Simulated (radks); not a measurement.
Question: Species: Zn1.25+. Configuration: [Ar] 4s2 3d(up 4.5, down 4.25) (fractional occupations, a model configuration). Method: non-relativistic Kohn-Sham, TPSS, spin-polarised, spherical densities, point nucleus; meta-GGA in the generalised Kohn-Sham scheme; computed with a radial shooting solver on a logarithmic mesh with Libxc functionals. Some entries of the table are withheld. Estimate them.

orbital  occ.  eigenvalue (Ry)  r(max) (bohr)
1s up       1        -694.1631        0.03371
1s down     1        -694.1630        0.03371
2s up       1        -85.19581         0.1923
2s down     1        -85.18441         0.1923
2p up       3        -75.17121         0.1534
2p down     3        -75.16207         0.1534
3s up       1        -10.92889            (1)
3s down     1        -10.90488            (2)
3p up       3              (3)         0.5933
3p down     3              (4)         0.5933
3d up     4.5         -2.32535         0.5562
3d down  4.25         -2.30302         0.5565
4s up       1         -1.35180          1.898
4s down     1         -1.34794          1.902

Answer: 
(1) 3s up r(max) (bohr): 0.5945
(2) 3s down r(max) (bohr): 0.5946
(3) 3p up eigenvalue (Ry): -7.72811
(4) 3p down eigenvalue (Ry): -7.70434
